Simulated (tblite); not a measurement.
A geometry optimisation, step by step.

Species: C5H14AlN.
Numbering: `[CH2:1]=[CH:2][AlH2-:3][N+:4]([CH3:5])([CH3:6])[CH3:7]` (hydrogens: H8, H9 on C1; H10 on C2; H11, H12 on Al3; H13, H14, H15 on C5; H16, H17, H18 on C6; H19, H20, H21 on C7)
Bond orders are those of one Lewis drawing.

Computed with GFN2-xTB (tblite), gas phase: L-BFGS steps from a force-field or distance-geometry start until the largest atomic force falls under 0.01 eV/Å. 8 of its 85 geometries are shown.

Step 0: E = -592.5100 eV, largest atomic force 3.182 eV/Å
```
atom  x, y, z in Å  |  force x, y, z in eV/Å
C1      3.383    0.652   -0.643   -2.379   0.810   0.494
C2      2.070    0.912   -0.375    0.736  -0.735  -0.006
Al3     0.901   -0.675   -0.145    2.943  -0.777  -0.927
N4     -0.879   -0.189    0.314   -0.417  -0.410  -0.121
C5     -1.707   -1.383    0.181   -0.937  -0.382   0.186
C6     -0.887    0.308    1.673   -0.088   0.972   0.224
C7     -1.452    0.797   -0.582   -0.618   0.824   0.445
H8      3.645   -0.391   -0.713    0.355   0.226  -0.088
H9      4.094    1.460   -0.775    0.239  -0.397  -0.055
H10     1.698    1.921   -0.264    0.611   0.785  -0.152
H11     1.536   -1.541    1.020   -0.627  -0.096   0.150
H12     0.964   -1.434   -1.554   -0.666  -0.049   0.245
H13    -1.838   -1.866    1.188    0.112   0.178  -1.151
H14    -2.679   -1.037   -0.238    0.098  -0.628   0.677
H15    -1.318   -2.090   -0.583    0.244   0.284   0.631
H16    -1.956    0.473    1.937    0.648   0.072   0.426
H17    -0.354   -0.333    2.402   -0.415   0.009  -0.599
H18    -0.322    1.270    1.655   -0.494  -0.474   0.202
H19    -0.843    1.717   -0.624   -0.054  -0.541  -0.222
H20    -1.623    0.355   -1.566    0.393   0.282   0.034
H21    -2.443    1.090   -0.157    0.316   0.048  -0.395
```

Step 12: E = -593.3355 eV, largest atomic force 0.266 eV/Å
```
atom  x, y, z in Å  |  force x, y, z in eV/Å
C1      3.318    0.715   -0.623    0.004  -0.084  -0.009
C2      2.042    1.001   -0.344    0.038   0.039  -0.003
Al3     1.042   -0.723   -0.201    0.032  -0.051   0.081
N4     -0.929   -0.192    0.304    0.235   0.059  -0.110
C5     -1.731   -1.407    0.205    0.033   0.051  -0.016
C6     -0.903    0.330    1.660    0.026  -0.001  -0.010
C7     -1.450    0.823   -0.600   -0.021   0.035  -0.024
H8      3.623   -0.319   -0.704    0.100  -0.107  -0.022
H9      4.109    1.443   -0.783   -0.079  -0.031   0.026
H10     1.847    2.072   -0.286   -0.178   0.108   0.047
H11     1.379   -1.664    1.033   -0.126   0.109  -0.108
H12     0.806   -1.539   -1.529   -0.070   0.098   0.027
H13    -1.770   -1.926    1.157    0.102  -0.054   0.076
H14    -2.747   -1.187   -0.115   -0.178   0.015   0.038
H15    -1.266   -2.063   -0.530    0.045  -0.079  -0.067
H16    -1.909    0.514    2.045   -0.080  -0.002   0.045
H17    -0.384   -0.386    2.293    0.015  -0.051   0.088
H18    -0.340    1.260    1.678    0.045   0.025  -0.029
H19    -0.776    1.678   -0.629    0.064  -0.047   0.015
H20    -1.536    0.422   -1.608    0.091  -0.072  -0.012
H21    -2.435    1.163   -0.267   -0.097   0.042  -0.031
```

Step 24: E = -593.3880 eV, largest atomic force 0.134 eV/Å
```
atom  x, y, z in Å  |  force x, y, z in eV/Å
C1      3.292    0.711   -0.610    0.011  -0.040  -0.009
C2      2.019    0.999   -0.319    0.024   0.023  -0.008
Al3     0.994   -0.707   -0.207    0.079   0.046  -0.021
N4     -0.910   -0.188    0.304   -0.122   0.007   0.056
C5     -1.699   -1.413    0.227   -0.013  -0.005   0.015
C6     -0.895    0.333    1.660   -0.014   0.031   0.020
C7     -1.402    0.808   -0.631   -0.014  -0.017  -0.014
H8      3.604   -0.323   -0.699    0.003  -0.069   0.008
H9      4.089    1.429   -0.773   -0.064   0.065   0.021
H10     1.797    2.069   -0.254    0.014   0.004   0.026
H11     1.230   -1.646    1.032    0.047  -0.084  -0.071
H12     0.684   -1.423   -1.573    0.031  -0.017   0.009
H13    -1.601   -1.966    1.159    0.014  -0.036  -0.049
H14    -2.758   -1.213    0.037    0.040   0.026   0.061
H15    -1.296   -2.033   -0.579   -0.055   0.050  -0.012
H16    -1.903    0.525    2.044    0.013   0.025  -0.036
H17    -0.393   -0.394    2.301   -0.011   0.050   0.004
H18    -0.313    1.253    1.677   -0.009   0.026   0.022
H19    -0.725    1.661   -0.637    0.017  -0.021  -0.004
H20    -1.414    0.376   -1.630    0.024  -0.006  -0.030
H21    -2.409    1.157   -0.374   -0.014  -0.059   0.009
```

Step 36: E = -593.4359 eV, largest atomic force 0.149 eV/Å
```
atom  x, y, z in Å  |  force x, y, z in eV/Å
C1      3.267    0.703   -0.584    0.060   0.008  -0.007
C2      2.001    0.992   -0.264    0.073  -0.004  -0.005
Al3     0.988   -0.724   -0.232    0.032   0.080  -0.095
N4     -0.901   -0.187    0.339    0.097  -0.009  -0.066
C5     -1.694   -1.403    0.271   -0.024  -0.035   0.015
C6     -0.914    0.392    1.672   -0.025  -0.019  -0.053
C7     -1.363    0.757   -0.663   -0.024  -0.009   0.025
H8      3.592   -0.326   -0.697   -0.062  -0.014   0.012
H9      4.048    1.438   -0.743    0.017   0.018   0.007
H10     1.801    2.066   -0.181   -0.056  -0.047   0.039
H11     1.249   -1.782    0.887    0.038  -0.038   0.063
H12     0.664   -1.336   -1.645   -0.006  -0.028   0.008
H13    -1.410   -2.075    1.083   -0.009   0.076  -0.077
H14    -2.768   -1.187    0.329    0.059  -0.061   0.022
H15    -1.465   -1.899   -0.678   -0.083   0.025   0.121
H16    -1.931    0.613    2.010   -0.055   0.001   0.013
H17    -0.445   -0.310    2.362   -0.009   0.017  -0.025
H18    -0.329    1.311    1.672    0.009  -0.042  -0.023
H19    -0.720    1.637   -0.645   -0.059  -0.013  -0.024
H20    -1.276    0.288   -1.646    0.018   0.059   0.061
H21    -2.404    1.051   -0.493    0.007   0.034  -0.012
```

Step 48: E = -593.4491 eV, largest atomic force 0.058 eV/Å
```
atom  x, y, z in Å  |  force x, y, z in eV/Å
C1      3.280    0.706   -0.573    0.016  -0.011   0.006
C2      2.013    0.981   -0.250    0.012   0.009   0.007
Al3     0.999   -0.729   -0.254   -0.018  -0.050   0.023
N4     -0.896   -0.188    0.320   -0.013   0.013   0.022
C5     -1.695   -1.402    0.292    0.015   0.017  -0.004
C6     -0.923    0.401    1.649   -0.003  -0.001  -0.004
C7     -1.366    0.757   -0.680   -0.010  -0.012   0.021
H8      3.592   -0.324   -0.707    0.005  -0.035  -0.030
H9      4.067    1.438   -0.714    0.004   0.039   0.029
H10     1.792    2.045   -0.122    0.011   0.039  -0.007
H11     1.289   -1.794    0.863   -0.007   0.019   0.003
H12     0.653   -1.344   -1.660   -0.001  -0.011   0.004
H13    -1.331   -2.084    1.059    0.012   0.001  -0.008
H14    -2.757   -1.196    0.463    0.001   0.006  -0.002
H15    -1.566   -1.885   -0.676   -0.008   0.008  -0.014
H16    -1.946    0.630    1.969    0.031  -0.009  -0.004
H17    -0.471   -0.300    2.351   -0.006   0.022  -0.017
H18    -0.332    1.317    1.655    0.005  -0.039  -0.027
H19    -0.747    1.652   -0.641   -0.033  -0.008  -0.005
H20    -1.249    0.309   -1.667   -0.011  -0.004   0.019
H21    -2.415    1.028   -0.521   -0.004   0.009  -0.013
```

Step 60: E = -593.4546 eV, largest atomic force 0.064 eV/Å
```
atom  x, y, z in Å  |  force x, y, z in eV/Å
C1      3.301    0.706   -0.565    0.002  -0.005   0.013
C2      2.026    0.974   -0.264    0.009   0.006   0.032
Al3     0.998   -0.733   -0.250    0.005   0.016   0.004
N4     -0.904   -0.183    0.302   -0.014  -0.047  -0.006
C5     -1.698   -1.399    0.288   -0.032  -0.055   0.008
C6     -0.908    0.403    1.631    0.002   0.009  -0.022
C7     -1.400    0.758   -0.688    0.006  -0.022   0.015
H8      3.611   -0.316   -0.754    0.014   0.006  -0.007
H9      4.091    1.446   -0.637   -0.002  -0.019  -0.009
H10     1.819    2.034   -0.087   -0.027   0.002  -0.003
H11     1.289   -1.764    0.900   -0.016   0.015  -0.007
H12     0.646   -1.383   -1.636    0.001  -0.016  -0.009
H13    -1.291   -2.094    1.022    0.006   0.005  -0.005
H14    -2.752   -1.205    0.517    0.025   0.013  -0.004
H15    -1.619   -1.867   -0.693    0.006   0.033  -0.006
H16    -1.923    0.650    1.960   -0.002   0.009   0.017
H17    -0.462   -0.303    2.331    0.007   0.014  -0.024
H18    -0.300    1.305    1.620    0.021   0.023   0.034
H19    -0.801    1.667   -0.646   -0.017  -0.009  -0.019
H20    -1.278    0.314   -1.677   -0.021   0.028   0.019
H21    -2.454    1.007   -0.521    0.028  -0.006  -0.019
```

Step 72: E = -593.4561 eV, largest atomic force 0.024 eV/Å
```
atom  x, y, z in Å  |  force x, y, z in eV/Å
C1      3.305    0.706   -0.556   -0.003   0.001  -0.002
C2      2.030    0.970   -0.254   -0.001   0.000   0.004
Al3     0.995   -0.732   -0.252    0.008   0.008   0.021
N4     -0.906   -0.183    0.296    0.011  -0.004   0.004
C5     -1.698   -1.401    0.289    0.001  -0.002  -0.007
C6     -0.899    0.408    1.623    0.002   0.006   0.007
C7     -1.409    0.754   -0.693    0.000  -0.006   0.003
H8      3.617   -0.313   -0.759   -0.001   0.005   0.003
H9      4.095    1.447   -0.622   -0.004  -0.003   0.000
H10     1.817    2.029   -0.066   -0.001  -0.006  -0.004
H11     1.273   -1.753    0.909   -0.001  -0.009  -0.001
H12     0.647   -1.394   -1.634    0.004  -0.001  -0.005
H13    -1.270   -2.107    1.000    0.001   0.010   0.002
H14    -2.744   -1.208    0.548   -0.003  -0.004   0.000
H15    -1.643   -1.848   -0.703   -0.011  -0.005  -0.005
H16    -1.909    0.663    1.961   -0.009  -0.002   0.002
H17    -0.452   -0.300    2.321    0.007  -0.006  -0.006
H18    -0.284    1.306    1.613    0.010   0.007  -0.007
H19    -0.818    1.667   -0.655   -0.005  -0.002  -0.007
H20    -1.288    0.311   -1.682    0.000   0.005  -0.009
H21    -2.465    0.995   -0.529   -0.003   0.008   0.008
```

Step 84: E = -593.4567 eV, largest atomic force 0.009 eV/Å
```
atom  x, y, z in Å  |  force x, y, z in eV/Å
C1      3.304    0.707   -0.550   -0.002   0.001  -0.003
C2      2.030    0.967   -0.238   -0.002   0.001  -0.002
Al3     0.998   -0.737   -0.240   -0.001  -0.003  -0.003
N4     -0.907   -0.182    0.287   -0.003   0.004   0.003
C5     -1.700   -1.399    0.285    0.003   0.004   0.001
C6     -0.888    0.408    1.614    0.001   0.002   0.002
C7     -1.419    0.756   -0.697   -0.001  -0.004   0.000
H8      3.619   -0.311   -0.747    0.003   0.000   0.001
H9      4.089    1.452   -0.629    0.001  -0.001   0.003
H10     1.813    2.026   -0.059   -0.002   0.003   0.003
H11     1.263   -1.762    0.920    0.001  -0.001   0.002
H12     0.668   -1.398   -1.627   -0.003   0.003   0.003
H13    -1.264   -2.104    0.991   -0.003  -0.004  -0.001
H14    -2.744   -1.208    0.556    0.003   0.001   0.002
H15    -1.658   -1.846   -0.707   -0.001  -0.002  -0.004
H16    -1.895    0.662    1.963   -0.001  -0.004  -0.002
H17    -0.433   -0.301    2.305    0.002  -0.001  -0.001
H18    -0.273    1.306    1.599    0.000   0.002  -0.004
H19    -0.826    1.669   -0.668    0.000  -0.009   0.001
H20    -1.312    0.314   -1.688   -0.002   0.002   0.001
H21    -2.472    1.000   -0.518    0.006   0.005  -0.002
```

Question: Summarise the path.

Answer: The energy falls by 21.83 kcal/mol from step 0 to step 84; nine tenths of that is first reached at step 19. It falls at every step. The largest force goes from 3.182 to 0.009 eV/Å. Among the bonds Al3–N4 changes most, from 1.901 to 2.053 Å; the atoms move by 0.311 Å rms after alignment.

What follows is the cost of the whole relaxation. The run took 1.1 s on an Arm Neoverse N1 with one thread, no GPU, shared host.
